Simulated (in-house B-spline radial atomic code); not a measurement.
# Binding energies in La III (La2+)

NIST's tabulated ground configuration is [Xe] 5d1; each binding energy is the energy of the ion with one electron taken from that subshell, relaxed, less that of the parent. All numbers are computed (Dirac-Hartree-Fock, average of configuration; Fermi nucleus of rms radius 4.855 fm) with a radial B-spline atomic code at the basis-set limit, not measured. Energies include first-order Breit, QED and recoil terms.

| subshell | X-ray name | binding energy (eV) | -ε (eV) | relaxation (eV) |
| --- | --- | --- | --- | --- |
| 1s | K | 38949.9 | 39166.9 | 69.5 |
| 2s | L1 | 6298.9 | 6352.0 | 37.1 |
| 2p1/2 | L2 | 5918.6 | 5975.2 | 40.9 |
| 2p3/2 | L3 | 5510.6 | 5560.7 | 39.3 |
| 3s | M1 | 1395.4 | 1414.5 | 16.2 |
| 3p1/2 | M2 | 1235.4 | 1254.7 | 16.8 |
| 3p3/2 | M3 | 1154.3 | 1172.0 | 16.2 |
| 4s | N1 | 308.8 | 315.2 | 5.9 |
| 4p1/2 | N2 | 247.9 | 254.1 | 5.8 |
| 4p3/2 | N3 | 230.6 | 236.3 | 5.5 |
| 5s | O1 | 60.45 | 61.63 | 1.10 |
| 5p1/2 | O2 | 41.69 | 42.70 | 0.95 |
| 5p3/2 | O3 | 39.08 | 39.95 | 0.86 |
| 5d | O4,5 | 18.1 | 18.32 | 0.23 |

Relaxation = -ε minus the binding energy without Breit, QED and recoil terms.

Emission lines follow as differences of binding energies, with λ = 12398.42 eV·Å / E:

```
 line       holes  energy (eV)  wavelength (Å)
 K-L3  1s → 2p3/2      33439.3         0.37077
 K-L2  1s → 2p1/2      33031.3         0.37535
 K-M3  1s → 3p3/2      37795.6         0.32804
L1-M3  2s → 3p3/2       5144.6            2.41
L3-M1  2p3/2 → 3s       4115.2          3.0128
```

Task: What screening constant σ does Moseley's law, E = (3/4)·13.6057 eV·(Z - σ)², need for K-L3?

Result: σ = -0.24.

Moseley's non-relativistic formula needs a falling, then negative, screening constant for heavy elements, because relativity binds the 1s electron more strongly than the formula allows.

Task: What does it cost to remove both a 4p1/2 and a 5p3/2 electron?

Result: 300.83 eV, which is 13.85 eV more than the two single binding energies together.

Task: What does it cost to remove both a 2p3/2 and a 2p1/2 electron?

Result: 11605 eV, which is 176.1 eV more than the two single binding energies together.

Task: What does it cost to remove both a 4s and a 5p3/2 electron?

Result: 361.64 eV, which is 13.78 eV more than the two single binding energies together.
